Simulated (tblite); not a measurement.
C7H10P2.
Z-matrix (Å and degrees, GFN2-xTB geometry), rows numbered from 1:
```
C 
C   1  1.5287
C   2  1.5289  1  111.26
C   2  1.5166  1  111.32  3   124.11
C   4  1.3736  2  119.53  1   -61.21
P   5  1.7374  4  130.35  2  -179.57
C   6  1.7365  5  102.48  4     0.12
C   7  1.3704  6  128.24  5    -0.15
P   8  1.7366  7  129.14  6     0.01
H   1  1.0877  2  110.07  3    59.63
H   1  1.0883  2  110.32  3   179.41
H   1  1.0874  2  111.12  3   -60.35
H   2  1.0985  1  107.92  3  -118.22
H   3  1.0876  2  110.11  1   -59.64
H   3  1.0884  2  110.22  1  -179.44
H   3  1.0876  2  111.05  1    60.39
H   5  1.0867  4  116.88  2     0.31
H   7  1.0860  6  114.35  5   179.83
H   8  1.0867  7  117.16  6  -180.00
```

All values are computed: GFN2-xTB (tblite) harmonic vibrations without scaling, gas phase. Errors from tens to a few hundred cm⁻¹ against measured bands are possible. One conformer, not necessarily the lowest.

Harmonic wavenumbers (cm⁻¹): 41.8, 88.6, 160.2, 183.0, 192.9, 224.6, 261.1, 263.3, 358.8, 403.2, 420.0, 484.9, 545.2, 611.1, 702.1, 722.1, 743.7, 836.0, 889.5, 892.0, 909.2, 947.8, 950.8, 984.7, 1034.3, 1114.7, 1136.5, 1186.6, 1195.8, 1265.6, 1309.5, 1326.0, 1344.3, 1361.5, 1404.6, 1419.3, 1490.6, 1492.8, 1495.1, 1502.8, 1504.9, 2894.5, 2991.9, 2995.1, 3006.4, 3025.6, 3029.1, 3029.6, 3032.9, 3037.5, 3040.9.

A = 1887, B = 886.0, C = 692.5 MHz; mass 156.026 u (most abundant isotopes); point group Cs, symmetry number 1.

Q: What is the zero-point energy?

A: Half the sum of the wavenumbers: 32743 cm⁻¹ = 93.61 kcal/mol.

Q: Entropy at 298.15 K, 1 bar (ideal gas, RRHO, classical rotation)?

A: Translation 41.07, rotation 30.01, vibration 28.05: S = 99.1 cal/(mol K).

Q: And Cp and H(298.15 K) − H(0)?

A: Cp = 38.96 cal/(mol K), of which vibrations give 31.01 (their classical limit is 51 R = 101.3); H(298.15 K) − H(0) = 6.93 kcal/mol without the zero-point energy, 4.56 from vibrations.

Q: What must be added to the electronic energy to get the Gibbs energy at 298.15 K and 1 bar?

A: ZPE + [H(298.15 K) − H(0)] − T·S = 93.61 + 6.93 − 29.56 = 70.98 kcal/mol.

Q: How do the functions run with temperature in this model?

A: 
```csv
T (K),S (cal/(mol K)),Cp (cal/(mol K)),H − H(0) (kcal/mol),G − H(0) (kcal/mol),ln q(vib)
150,78.2,23.7,2.29,-9.44,2.65
250,92.7,33.9,5.17,-18.01,5.18
400,112.0,49.1,11.42,-33.39,9.06
600,135.1,64.7,22.90,-58.15,14.20
900,164.3,79.4,44.70,-103.21,21.52
```

q(vib) and H(0) count from the zero-point level.

Hindered rotation and anharmonicity are outside this model. Other conformers, if any are populated, would add a mixing term that is left out.
